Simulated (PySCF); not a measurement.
C3H13NOSi2 (SMILES C[SiH2]O[SiH2]N(C)C), singlet, at a GFN2-xTB geometry, with bond 18-7 at 1.8 times its length; CASSCF(6,5)/STO-3G in PySCF.

Here is a job for PySCF.
```python
from pyscf import gto, scf, mcscf
import numpy

mol = gto.M(
    atom='''
Si    1.976808    0.922367    0.234822
C     2.575880   -0.457191    1.391992
O     0.840776    0.350734   -0.771039
Si   -0.509121   -0.439957   -1.218160
N    -1.806109   -0.387390   -0.094526
C    -2.784188    0.669999   -0.068210
C    -1.745660   -1.105660    1.152832
H     1.375346    2.014568    1.009029
H     3.039705    1.393124   -0.654057
H     2.966624   -1.300834    0.828591
H     3.366656   -0.106641    2.048491
H     1.769545   -0.830601    2.018784
H    -0.949361    0.239411   -2.427588
H    -0.131701   -1.844469   -1.350304
H    -2.547318    1.423530    0.693653
H    -2.823778    1.158764   -1.037530
H    -3.772776    0.257366    0.158818
H    -0.509897   -2.613982    0.990284
H    -1.403693   -0.461786    1.974019
H    -2.737379   -1.489585    1.412613
''',
    basis='sto-3g',
    charge=0,
    spin=0,
    verbose=4,
)

mf = scf.RHF(mol)
mf.kernel()
mc = mcscf.CASSCF(mf, 5, 6)
mc.fix_spin_(ss=0.0)
mc.kernel()
occ = numpy.linalg.eigvalsh(mc.fcisolver.make_rdm1(mc.ci, mc.ncas, mc.nelecas))[::-1]
ss = mc.fcisolver.spin_square(mc.ci, mc.ncas, mc.nelecas)[0]
print('natural occupations', occ.round(4), ' <S^2>', round(ss, 4))
```

### Question
Predict the main parts of the log of this PySCF run.

### Answer

```
PySCF version 2.14.0

[INPUT] verbose = 4
[INPUT] num. atoms = 20
[INPUT] num. electrons = 74
[INPUT] charge = 0
[INPUT] spin (= nelec alpha-beta = 2S) = 0
[INPUT] symmetry False subgroup None
[INPUT] Mole.unit = angstrom
[INPUT] Symbol           X                Y                Z      unit          X                Y                Z       unit  Magmom
[...]
nuclear repulsion = 478.122509645923
number of shells = 38
number of NR pGTOs = 168
number of NR cGTOs = 56
basis = sto-3g
ecp = {}

******** <class 'pyscf.scf.hf.RHF'> ********
method = RHF
initial guess = minao
damping factor = 0
level_shift factor = 0
DIIS = <class 'pyscf.scf.diis.CDIIS'>
diis_start_cycle = 1
diis_space = 8
diis_damp = 0
SCF conv_tol = 1e-09
SCF conv_tol_grad = None
SCF max_cycles = 50
direct_scf = True
direct_scf_tol = 1e-13
Set gradient conv threshold to 3.16228e-05
Initial guess from minao.
init E= -818.876717366413
[...]
cycle= 1 E= -818.32191752174  delta_E= 0.555  |g|= 0.556  |ddm|= 5.12
[...]
cycle= 2 E= -818.431290715959  delta_E= -0.109  |g|= 0.196  |ddm|= 1.11
[...]
cycle= 3 E= -818.444245292223  delta_E= -0.013  |g|= 0.0383  |ddm|= 0.316
[...]
cycle= 4 E= -818.445034521018  delta_E= -0.000789  |g|= 0.0116  |ddm|= 0.0901
[...]
cycle= 5 E= -818.445096087085  delta_E= -6.16e-05  |g|= 0.00234  |ddm|= 0.0222
[...]
cycle= 6 E= -818.445099562632  delta_E= -3.48e-06  |g|= 0.000676  |ddm|= 0.00618
[...]
cycle= 7 E= -818.445099857628  delta_E= -2.95e-07  |g|= 0.000147  |ddm|= 0.0017
[...]
cycle= 8 E= -818.445099879246  delta_E= -2.16e-08  |g|= 4.4e-05  |ddm|= 0.000493
[...]
cycle= 9 E= -818.445099881799  delta_E= -2.55e-09  |g|= 1.34e-05  |ddm|= 0.000186
[...]
cycle= 10 E= -818.445099882011  delta_E= -2.12e-10  |g|= 3.67e-06  |ddm|= 5.42e-05
[...]
Extra cycle  E= -818.445099882024  delta_E= -1.23e-11  |g|= 1.68e-06  |ddm|= 9.83e-06
converged SCF energy = -818.445099882024

******** <class 'pyscf.mcscf.mc1step.CASSCF'> ********
CAS (3e+3e, 5o), ncore = 34, nvir = 17
max_cycle_macro = 50
max_cycle_micro = 4
conv_tol = 1e-07
conv_tol_grad = None
orbital rotation max_stepsize = 0.02
orbital rotation threshold for CI restart = 0.01
augmented hessian ah_max_cycle = 30
augmented hessian ah_conv_tol = 1e-12
augmented hessian ah_linear dependence = 1e-14
augmented hessian ah_level shift = 1e-08
augmented hessian ah_start_tol = 2.5
augmented hessian ah_start_cycle = 3
augmented hessian ah_grad_trust_region = 3
kf_trust_region = 3
kf_interval = 4
ci_response_space = 4
ci_grad_trust_region = 3
with_dep4 0
natorb = False
canonicalization = True
sorting_mo_energy = False
ao2mo_level = 2
internal_rotation = False
******** <class 'pyscf.fci.addons.SpinPenaltyFCISolver'> ********
max. cycles = 50
conv_tol = 1e-08
davidson only = True
linear dependence = 1e-12
level shift = 0.001
max iter space = 12
nroots = 1
pspace_size = 400
spin = None
CASCI E = -818.495503980909  S^2 = 0.0000000
Set conv_tol_grad to 0.000316228
macro iter   1 ( 21 JK    4 micro), CASSCF E = -818.529390804002  dE = -3.38868231e-02  S^2 = 0.0000000
               |grad[o]|=0.0705  |grad[c]|=0.0703  |ddm|=0.0853  |maxRot[o]|=0.189
macro iter   2 ( 21 JK    4 micro), CASSCF E = -818.534034694158  dE = -4.64389016e-03  S^2 = 0.0000000
               |grad[o]|=0.0285  |grad[c]|=0.012  |ddm|=0.076  |maxRot[o]|=0.287
macro iter   3 ( 21 JK    4 micro), CASSCF E = -818.537805105009  dE = -3.77041085e-03  S^2 = 0.0000000
               |grad[o]|=0.0189  |grad[c]|=0.102  |ddm|=0.0355  |maxRot[o]|=0.269
macro iter   4 ( 21 JK    4 micro), CASSCF E = -818.540767203904  dE = -2.96209890e-03  S^2 = 0.0000000
               |grad[o]|=0.0226  |grad[c]|=0.0213  |ddm|=0.00457  |maxRot[o]|=0.178
macro iter   5 ( 21 JK    4 micro), CASSCF E = -818.540630042294  dE =  1.37161610e-04  S^2 = 0.0000000
               |grad[o]|=0.00924  |grad[c]|=0.00766  |ddm|=0.00344  |maxRot[o]|=0.139
macro iter   6 ( 21 JK    4 micro), CASSCF E = -818.541451757062  dE = -8.21714768e-04  S^2 = 0.0000000
[...]
               |grad[o]|=0.000191  |grad[c]|=0.00198  |ddm|=0.000181  |maxRot[o]|=0.0435
macro iter  33 (  5 JK    1 micro), CASSCF E = -818.542675667970  dE = -5.93010895e-07  S^2 = 0.0000000
               |grad[o]|=8.87e-05  |grad[c]|=0.000229  |ddm|=9.57e-05  |maxRot[o]|=0.00858
macro iter  34 (  9 JK    2 micro), CASSCF E = -818.542675495186  dE =  1.72783984e-07  S^2 = 0.0000000
               |grad[o]|=0.000246  |grad[c]|=0.000162  |ddm|=6.39e-05  |maxRot[o]|=0.00125
macro iter  35 ( 17 JK    4 micro), CASSCF E = -818.542671817715  dE =  3.67747145e-06  S^2 = 0.0000000
               |grad[o]|=0.000234  |grad[c]|=0.00203  |ddm|=0.000202  |maxRot[o]|=0.0336
macro iter  36 ( 25 JK    4 micro), CASSCF E = -818.542672409398  dE = -5.91683602e-07  S^2 = 0.0000000
               |grad[o]|=0.00029  |grad[c]|=0.000152  |ddm|=3.4e-05  |maxRot[o]|=0.00435
macro iter  37 (  7 JK    2 micro), CASSCF E = -818.542674454862  dE = -2.04546382e-06  S^2 = 0.0000000
               |grad[o]|=0.000178  |grad[c]|=0.00012  |ddm|=0.000191  |maxRot[o]|=0.0202
macro iter  38 (  4 JK    1 micro), CASSCF E = -818.542675062541  dE = -6.07679340e-07  S^2 = 0.0000000
               |grad[o]|=6.91e-05  |grad[c]|=0.000151  |ddm|=7.26e-05  |maxRot[o]|=0.0107
macro iter  39 (  6 JK    1 micro), CASSCF E = -818.542675662207  dE = -5.99665782e-07  S^2 = 0.0000000
               |grad[o]|=0.000104  |grad[c]|=0.000357  |ddm|=0.000132  |maxRot[o]|=0.0191
macro iter  40 (  9 JK    2 micro), CASSCF E = -818.542675173310  dE =  4.88897399e-07  S^2 = 0.0000000
               |grad[o]|=0.000231  |grad[c]|=0.00029  |ddm|=4.05e-05  |maxRot[o]|=0.00523
macro iter  41 ( 17 JK    4 micro), CASSCF E = -818.542673261093  dE =  1.91221704e-06  S^2 = 0.0000000
               |grad[o]|=0.000364  |grad[c]|=0.000777  |ddm|=0.000102  |maxRot[o]|=0.0262
macro iter  42 ( 25 JK    4 micro), CASSCF E = -818.542674322893  dE = -1.06180028e-06  S^2 = 0.0000000
               |grad[o]|=0.000225  |grad[c]|=0.000146  |ddm|=3.24e-05  |maxRot[o]|=0.0084
macro iter  43 (  5 JK    1 micro), CASSCF E = -818.542674669442  dE = -3.46548859e-07  S^2 = 0.0000000
               |grad[o]|=0.000131  |grad[c]|=0.000155  |ddm|=0.000114  |maxRot[o]|=0.0108
macro iter  44 ( 17 JK    4 micro), CASSCF E = -818.542665515477  dE =  9.15396504e-06  S^2 = 0.0000000
               |grad[o]|=0.000382  |grad[c]|=0.00253  |ddm|=0.000222  |maxRot[o]|=0.058
macro iter  45 ( 21 JK    4 micro), CASSCF E = -818.542667502838  dE = -1.98736075e-06  S^2 = 0.0000000
               |grad[o]|=0.000713  |grad[c]|=0.000137  |ddm|=9.76e-05  |maxRot[o]|=0.00206
macro iter  46 (  7 JK    2 micro), CASSCF E = -818.542671432730  dE = -3.92989284e-06  S^2 = 0.0000000
               |grad[o]|=0.000431  |grad[c]|=0.000177  |ddm|=0.000257  |maxRot[o]|=0.0278
macro iter  47 (  7 JK    2 micro), CASSCF E = -818.542674537518  dE = -3.10478720e-06  S^2 = 0.0000000
               |grad[o]|=0.000234  |grad[c]|=0.000558  |ddm|=0.000385  |maxRot[o]|=0.0441
macro iter  48 (  7 JK    2 micro), CASSCF E = -818.542675179416  dE = -6.41898623e-07  S^2 = 0.0000000
               |grad[o]|=0.000165  |grad[c]|=0.000224  |ddm|=0.000116  |maxRot[o]|=0.0185
macro iter  49 (  6 JK    1 micro), CASSCF E = -818.542676026353  dE = -8.46936587e-07  S^2 = 0.0000000
               |grad[o]|=0.000148  |grad[c]|=0.000258  |ddm|=0.00015  |maxRot[o]|=0.0136
macro iter  50 ( 11 JK    2 micro), CASSCF E = -818.542676157267  dE = -1.30914600e-07  S^2 = 0.0000000
               |grad[o]|=0.000367  |grad[c]|=6.61e-05  |ddm|=8.54e-05  |maxRot[o]|=0.00228
1-step CASSCF not converged,  50 macro (562 JK 128 micro) steps
CASSCF canonicalization
Density matrix diagonal elements [1.92286679 1.84217095 1.94416573 0.27741811 0.01337843]
CASSCF energy = -818.542676157267
CASCI E = -818.542676157267  E(CI) = -7.69602823703963  S^2 = 0.0000000
natural occupations [1.9995 1.9873 1.7229 0.2771 0.0132]  <S^2> 0.0
```

The run did not converge; its last values are not results.
